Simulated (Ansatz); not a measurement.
Reaction (ligand exchange at the Si–N bond): `CBN([SiH3])[SiH3]` + `[OH][GaH2]` → `[SiH3][O][GaH2]` + `CBN[SiH3]`

Calculated with Ansatz (gas phase, PBE0-D4/def2-TZVP geometries, no zero-point term in ΔE). CBS: MP2 limit from def2 TZ/QZ plus the TZ coupled-cluster correction, frozen cores. Functionals use def2-TZVPP. HSE06 is defined as in plane-wave codes. For Ga outer-core shells are correlated without core-valence functions, which leaves a few kJ/mol of doubt a bond. Scalar relativity is left out up to krypton. Each species was taken in one conformer, which may not be the lowest.

`CBN([SiH3])[SiH3]`:

Z-matrix (Å, degrees):
```
C
B 1 1.563
H 1 1.096 2 109.2
H 1 1.090 2 116.3 3 122.9
H 1 1.096 2 109.1 3 -114.2
N 2 1.420 1 126.9 3 -122.4
H 2 1.211 1 117.7 3 57.7
Si 6 1.748 2 127.9 1 0.8
Si 6 1.755 2 114.1 1 -179.2
H 8 1.481 6 110.9 2 4.2
H 8 1.486 6 109.9 2 -116.7
H 8 1.486 6 109.3 2 124.7
H 9 1.484 6 111.0 2 -62.9
H 9 1.483 6 110.9 2 59.0
H 9 1.489 6 107.3 2 178.0
```

`[OH][GaH2]`:

```xyz
5

O     0.517    0.161   -1.155
Ga   -0.387   -0.169    0.352
H     1.353    0.610   -1.019
H     0.260    0.296    1.698
H    -1.743   -0.898    0.125
```

`[SiH3][O][GaH2]`:

Z-matrix (Å, degrees):
```
Si
O 1 1.629
H 1 1.488 2 110.0
H 1 1.492 2 111.4 3 120.2
H 1 1.488 2 110.0 3 -119.7
Ga 2 1.785 1 139.3 3 -120.2
H 6 1.555 2 113.8 1 179.9
H 6 1.561 2 116.0 1 -0.1
```

`CBN[SiH3]`:

Z-matrix (Å, degrees):
```
C
B 1 1.567
H 1 1.096 2 109.8
H 1 1.094 2 115.7 3 -122.1
H 1 1.095 2 109.9 3 115.5
N 2 1.407 1 122.4 3 121.5
H 2 1.203 1 120.0 3 -58.4
Si 6 1.744 2 127.3 1 0.0
H 6 1.009 2 116.8 1 -179.9
H 8 1.486 6 111.6 2 -60.8
H 8 1.486 6 111.5 2 60.4
H 8 1.486 6 107.1 2 179.8
```

CCSD(T)/CBS gives -0.64 eV.

Q: Another level gave -0.73 eV. Which?
A. PBE-QIDH/def2-TZVPP
B. HSE06-D4/def2-TZVPP
C. BHLYP/def2-TZVPP
D. BLYP/def2-TZVPP

A: D. BLYP -0.73, HSE06-D4 -0.62, BHLYP -0.80, PBE-QIDH -0.66 eV.

Largest T1 diagnostic among the species: 0.015.

Leaving LDA and LC-ωPBE aside and taking each functional with its dispersion term where it has one, the values, not all of them listed here, spread over 0.20 eV, from BHLYP-D4 to revPBE-D4. LDA lies +0.06 eV from PBE without D4. From BLYP to BHLYP (50 % exact exchange), in def2-TZVPP and without D4, ΔE moves by −0.07 eV.
